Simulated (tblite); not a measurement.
Record of a relaxation.

C7H9B.
SMILES with atom numbers: `[BH2:1][CH2:2][C@@H:3]1[CH:4]=[CH:5][C@H:6]1[C:7]#[CH:8]` (hydrogens: H9, H10 on B1; H11, H12 on C2; H13 on C3; H14 on C4; H15 on C5; H16 on C6; H17 on C8)

Computed with GFN2-xTB (tblite), gas phase: L-BFGS steps from a force-field or distance-geometry start until the largest atomic force falls under 0.01 eV/Å. 9 of its 60 geometries are shown.

Step 0: E = -561.7808 eV, largest atomic force 4.820 eV/Å
```
atom  x, y, z in Å  |  force x, y, z in eV/Å
B1     -2.031    1.287    0.782   -0.385  -0.082   0.144
C2     -1.670   -0.169    0.261   -0.027   0.745   0.298
C3     -0.242   -0.220   -0.331   -3.891  -0.132  -2.842
C4      0.138   -1.600   -0.738    3.168  -0.919   2.032
C5      1.197   -1.596    0.186   -2.625  -0.853  -2.615
C6      0.823   -0.220    0.627    3.667   0.885   2.940
C7      1.893    0.755    0.325    0.369   0.523   0.407
C8      2.771    1.552    0.088   -0.883  -0.801   0.237
H9     -3.097    1.487    1.260    0.299  -0.082  -0.129
H10    -1.268    2.177    0.704   -0.077  -0.162  -0.008
H11    -1.763   -0.888    1.117    0.100   0.375  -0.813
H12    -2.406   -0.466   -0.506    0.272  -0.073   0.321
H13    -0.133    0.487   -1.183   -0.218  -0.068   0.557
H14    -0.236   -2.330   -1.448    0.111   0.323   0.253
H15     1.968   -2.295    0.458   -0.073   0.106   0.012
H16     0.519   -0.199    1.712    0.330   0.366  -0.795
H17     3.530    2.250   -0.129   -0.135  -0.149   0.000
```

Step 7: E = -562.3570 eV, largest atomic force 0.170 eV/Å
```
atom  x, y, z in Å  |  force x, y, z in eV/Å
B1     -2.048    1.296    0.789   -0.024   0.002  -0.026
C2     -1.679   -0.129    0.253   -0.050  -0.037  -0.037
C3     -0.296   -0.243   -0.371    0.062   0.005   0.026
C4      0.179   -1.628   -0.719    0.063   0.057   0.106
C5      1.181   -1.620    0.155   -0.091   0.046  -0.081
C6      0.887   -0.220    0.649   -0.016  -0.008  -0.006
C7      1.905    0.760    0.382    0.126   0.034  -0.011
C8      2.763    1.544    0.092   -0.015  -0.027   0.029
H9     -3.097    1.483    1.263   -0.057  -0.005   0.043
H10    -1.276    2.167    0.705    0.005   0.074   0.028
H11    -1.758   -0.864    1.062   -0.015  -0.004   0.041
H12    -2.415   -0.468   -0.482   -0.085   0.057  -0.038
H13    -0.168    0.488   -1.168   -0.040   0.043  -0.112
H14    -0.214   -2.329   -1.428    0.024  -0.164  -0.039
H15     1.956   -2.299    0.444    0.086  -0.131  -0.023
H16     0.557   -0.164    1.687    0.029   0.030   0.097
H17     3.515    2.239   -0.131   -0.003   0.026   0.002
```

Step 15: E = -562.3664 eV, largest atomic force 0.066 eV/Å
```
atom  x, y, z in Å  |  force x, y, z in eV/Å
B1     -2.058    1.301    0.788    0.001   0.001   0.020
C2     -1.685   -0.123    0.247    0.008   0.006  -0.002
C3     -0.297   -0.245   -0.373    0.028   0.003   0.024
C4      0.182   -1.633   -0.715   -0.023  -0.021   0.050
C5      1.183   -1.622    0.156    0.000  -0.001  -0.037
C6      0.893   -0.220    0.648    0.013   0.004  -0.025
C7      1.923    0.752    0.379   -0.008   0.031  -0.013
C8      2.773    1.547    0.100   -0.007  -0.006   0.001
H9     -3.106    1.477    1.272   -0.034  -0.016   0.012
H10    -1.294    2.182    0.718    0.003   0.036   0.002
H11    -1.770   -0.856    1.059   -0.025  -0.003  -0.016
H12    -2.431   -0.444   -0.489    0.017   0.014  -0.007
H13    -0.178    0.478   -1.182    0.014   0.000  -0.010
H14    -0.191   -2.359   -1.412   -0.039  -0.031  -0.035
H15     1.957   -2.317    0.423    0.056  -0.014   0.033
H16     0.574   -0.158    1.692    0.008   0.014  -0.017
H17     3.517    2.251   -0.128   -0.011  -0.017   0.021
```

Step 22: E = -562.3697 eV, largest atomic force 0.046 eV/Å
```
atom  x, y, z in Å  |  force x, y, z in eV/Å
B1     -2.063    1.308    0.798    0.008  -0.030  -0.017
C2     -1.684   -0.113    0.247    0.012  -0.010  -0.024
C3     -0.296   -0.254   -0.373    0.023   0.009   0.030
C4      0.176   -1.649   -0.704    0.014   0.034   0.011
C5      1.192   -1.629    0.150   -0.030   0.025   0.004
C6      0.902   -0.224    0.638   -0.006   0.027  -0.011
C7      1.923    0.755    0.364    0.026   0.002   0.010
C8      2.780    1.550    0.103   -0.015  -0.003  -0.005
H9     -3.117    1.463    1.281    0.010  -0.004   0.008
H10    -1.314    2.203    0.730   -0.004  -0.002   0.003
H11    -1.792   -0.854    1.049    0.011   0.005  -0.024
H12    -2.426   -0.417   -0.500   -0.009   0.014  -0.001
H13    -0.171    0.461   -1.190   -0.009  -0.025   0.004
H14    -0.199   -2.377   -1.401   -0.041  -0.016   0.014
H15     1.971   -2.317    0.421    0.017   0.001  -0.003
H16     0.588   -0.154    1.683    0.008  -0.014  -0.008
H17     3.523    2.259   -0.114   -0.013  -0.015   0.010
```

Step 30: E = -562.3713 eV, largest atomic force 0.024 eV/Å
```
atom  x, y, z in Å  |  force x, y, z in eV/Å
B1     -2.063    1.306    0.801   -0.004   0.002   0.003
C2     -1.683   -0.109    0.240   -0.004  -0.004   0.000
C3     -0.294   -0.254   -0.373   -0.002  -0.007   0.005
C4      0.169   -1.654   -0.693    0.016   0.007  -0.017
C5      1.195   -1.627    0.149   -0.013   0.001   0.007
C6      0.907   -0.222    0.634   -0.010   0.012  -0.010
C7      1.930    0.756    0.364   -0.002   0.018   0.006
C8      2.781    1.556    0.102    0.009   0.001   0.009
H9     -3.115    1.449    1.290   -0.010   0.004   0.017
H10    -1.325    2.209    0.735    0.016  -0.001  -0.006
H11    -1.798   -0.858    1.032   -0.001  -0.006  -0.003
H12    -2.425   -0.397   -0.514    0.008   0.000  -0.009
H13    -0.168    0.450   -1.200    0.008  -0.004   0.017
H14    -0.224   -2.387   -1.373   -0.010  -0.020   0.004
H15     1.981   -2.309    0.415   -0.001  -0.012  -0.003
H16     0.595   -0.159    1.680   -0.005   0.006  -0.011
H17     3.528    2.263   -0.105    0.002   0.004  -0.008
```

Step 37: E = -562.3717 eV, largest atomic force 0.015 eV/Å
```
atom  x, y, z in Å  |  force x, y, z in eV/Å
B1     -2.064    1.304    0.803    0.004   0.001   0.002
C2     -1.683   -0.109    0.237   -0.003   0.000   0.000
C3     -0.293   -0.254   -0.374   -0.010  -0.006  -0.010
C4      0.168   -1.655   -0.692    0.001  -0.001   0.001
C5      1.195   -1.626    0.148    0.003  -0.002   0.004
C6      0.908   -0.219    0.632   -0.011  -0.001  -0.004
C7      1.929    0.761    0.365    0.001  -0.005  -0.002
C8      2.785    1.558    0.105   -0.003   0.001  -0.001
H9     -3.114    1.447    1.299    0.008   0.000   0.006
H10    -1.324    2.207    0.734    0.002  -0.001  -0.001
H11    -1.801   -0.862    1.024   -0.004  -0.003  -0.003
H12    -2.422   -0.392   -0.521    0.002   0.001  -0.002
H13    -0.164    0.449   -1.200   -0.003   0.001  -0.002
H14    -0.232   -2.395   -1.362    0.006   0.009   0.003
H15     1.981   -2.310    0.412    0.003  -0.002   0.006
H16     0.593   -0.157    1.677    0.002   0.003   0.001
H17     3.530    2.265   -0.105    0.004   0.005   0.001
```

Step 44: E = -562.3720 eV, largest atomic force 0.025 eV/Å
```
atom  x, y, z in Å  |  force x, y, z in eV/Å
B1     -2.058    1.302    0.807   -0.001   0.003  -0.001
C2     -1.686   -0.111    0.233    0.006   0.006   0.002
C3     -0.295   -0.256   -0.377    0.002   0.000   0.001
C4      0.169   -1.657   -0.689   -0.012  -0.004  -0.011
C5      1.195   -1.625    0.153   -0.004  -0.003  -0.010
C6      0.906   -0.216    0.628    0.008  -0.014   0.014
C7      1.928    0.762    0.359   -0.006   0.005   0.005
C8      2.784    1.561    0.107    0.002   0.001  -0.007
H9     -3.101    1.447    1.317    0.004  -0.009   0.002
H10    -1.318    2.203    0.731    0.003  -0.009  -0.003
H11    -1.811   -0.871    1.013    0.005   0.000  -0.003
H12    -2.423   -0.386   -0.531   -0.004   0.011   0.006
H13    -0.169    0.447   -1.204    0.005  -0.012  -0.005
H14    -0.232   -2.398   -1.357    0.009  -0.008  -0.005
H15     1.980   -2.309    0.420   -0.014   0.020   0.003
H16     0.592   -0.149    1.673   -0.008   0.005   0.013
H17     3.531    2.267   -0.101    0.006   0.007  -0.001
```

Step 52: E = -562.3724 eV, largest atomic force 0.021 eV/Å
```
atom  x, y, z in Å  |  force x, y, z in eV/Å
B1     -2.048    1.297    0.815    0.004   0.005   0.006
C2     -1.688   -0.112    0.227    0.003   0.002  -0.005
C3     -0.298   -0.259   -0.383    0.009   0.003  -0.001
C4      0.169   -1.661   -0.687    0.005   0.002  -0.006
C5      1.192   -1.622    0.158    0.004  -0.008   0.004
C6      0.900   -0.211    0.626    0.013  -0.014   0.008
C7      1.924    0.767    0.356   -0.010   0.002  -0.003
C8      2.782    1.564    0.106   -0.003   0.000   0.002
H9     -3.079    1.441    1.348   -0.001  -0.002   0.002
H10    -1.307    2.196    0.724   -0.001   0.010   0.002
H11    -1.821   -0.882    0.995    0.005   0.000  -0.002
H12    -2.427   -0.366   -0.542   -0.010  -0.001  -0.002
H13    -0.171    0.438   -1.214   -0.002   0.001  -0.004
H14    -0.225   -2.407   -1.354    0.004   0.004   0.009
H15     1.976   -2.303    0.434   -0.002   0.004  -0.001
H16     0.585   -0.138    1.670   -0.015  -0.003  -0.004
H17     3.530    2.271   -0.095   -0.003  -0.003  -0.006
```

Step 59: E = -562.3726 eV, largest atomic force 0.009 eV/Å
```
atom  x, y, z in Å  |  force x, y, z in eV/Å
B1     -2.041    1.296    0.820   -0.001   0.002  -0.003
C2     -1.688   -0.111    0.223    0.000  -0.002   0.000
C3     -0.298   -0.260   -0.387    0.004   0.000   0.000
C4      0.171   -1.663   -0.687   -0.001  -0.005   0.003
C5      1.191   -1.622    0.162   -0.002   0.004   0.003
C6      0.897   -0.210    0.625    0.005   0.001   0.000
C7      1.919    0.769    0.357    0.002  -0.002   0.006
C8      2.779    1.565    0.106   -0.003   0.001   0.000
H9     -3.068    1.437    1.363    0.002   0.000   0.003
H10    -1.303    2.197    0.722   -0.001   0.005   0.003
H11    -1.822   -0.887    0.985   -0.002  -0.001   0.005
H12    -2.431   -0.356   -0.546    0.003  -0.002  -0.008
H13    -0.170    0.435   -1.220    0.002   0.002   0.000
H14    -0.221   -2.411   -1.352    0.000  -0.003  -0.005
H15     1.976   -2.301    0.441   -0.006   0.006  -0.002
H16     0.574   -0.135    1.667    0.002  -0.002  -0.004
H17     3.527    2.271   -0.097   -0.006  -0.003  -0.004
```

Q: Summarise the path.

A: The energy falls by 13.65 kcal/mol from step 0 to step 59; nine tenths of that is first reached at step 4. It falls at every step. The largest force goes from 4.820 to 0.009 eV/Å. Among the bonds C3–C6 changes most, from 1.432 to 1.567 Å; the atoms move by 0.082 Å rms after alignment.

What follows is the cost of the whole relaxation. On Arm Neoverse N1, one thread, on a shared host, this took 0.58 s wall.
